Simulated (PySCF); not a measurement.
1-bromo-2,2-dichloro-1-fluoroethene (C2BrCl2F), SMILES FC(Br)=C(Cl)Cl.

Geometry optimised at PBE0-D3(BJ)/def2-SVP.

The numbers are results of TDA-CAM-B3LYP/def2-SVPD in PySCF, not measurements.

Vertical excitations. Gas-phase values at a fixed geometry. State labels are in the subgroup Cs.

```json
[
 {"state": "S1", "symmetry": "A\"", "energy (eV)": "5.18", "λ (nm)": "239", "f": "0.000", "main pairs": "HOMO→LUMO 89 %"},
 {"state": "S2", "symmetry": "A\"", "energy (eV)": "6.14", "λ (nm)": "202", "f": "0.000", "main pairs": "HOMO→LUMO+2 84 %"},
 {"state": "S3", "symmetry": "A\"", "energy (eV)": "6.56", "λ (nm)": "189", "f": "0.005", "main pairs": "HOMO→LUMO+3 70 %"},
 {"state": "S4", "symmetry": "A'", "energy (eV)": "6.57", "λ (nm)": "189", "f": "0.533", "main pairs": "HOMO→LUMO+1 87 %"},
 {"state": "S5", "symmetry": "A'", "energy (eV)": "6.75", "λ (nm)": "184", "f": "0.041", "main pairs": "HOMO−1→LUMO 77 %"},
 {"state": "S6", "symmetry": "A\"", "energy (eV)": "6.98", "λ (nm)": "178", "f": "0.000", "main pairs": "HOMO−1→LUMO+1 99 %"},
 {"state": "S7", "symmetry": "A\"", "energy (eV)": "7.11", "λ (nm)": "174", "f": "0.026", "main pairs": "HOMO→LUMO+4 64 %"},
 {"state": "S8", "symmetry": "A\"", "energy (eV)": "7.62", "λ (nm)": "163", "f": "0.004", "main pairs": "HOMO−2→LUMO 63 %, HOMO→LUMO+4 11 %"},
 {"state": "S9", "symmetry": "A'", "energy (eV)": "7.70", "λ (nm)": "161", "f": "0.009", "main pairs": "HOMO−1→LUMO+2 43 %, HOMO−3→LUMO+2 24 %, HOMO−3→LUMO 9 %"},
 {"state": "S10", "symmetry": "A\"", "energy (eV)": "7.78", "λ (nm)": "159", "f": "0.000", "main pairs": "HOMO−3→LUMO+1 99 %"},
 {"state": "T1", "symmetry": "A'", "energy (eV)": "3.71", "λ (nm)": "335", "f": "0", "main pairs": "HOMO→LUMO+1 92 %"},
 {"state": "T2", "symmetry": "A\"", "energy (eV)": "4.68", "λ (nm)": "265", "f": "0", "main pairs": "HOMO→LUMO 87 %"},
 {"state": "T3", "symmetry": "A\"", "energy (eV)": "5.57", "λ (nm)": "223", "f": "0", "main pairs": "HOMO→LUMO+2 77 %"},
 {"state": "T4", "symmetry": "A'", "energy (eV)": "5.94", "λ (nm)": "209", "f": "0", "main pairs": "HOMO−1→LUMO 71 %, HOMO−3→LUMO 13 %"}
]
```
Triplets are in the Tamm–Dancoff approximation.
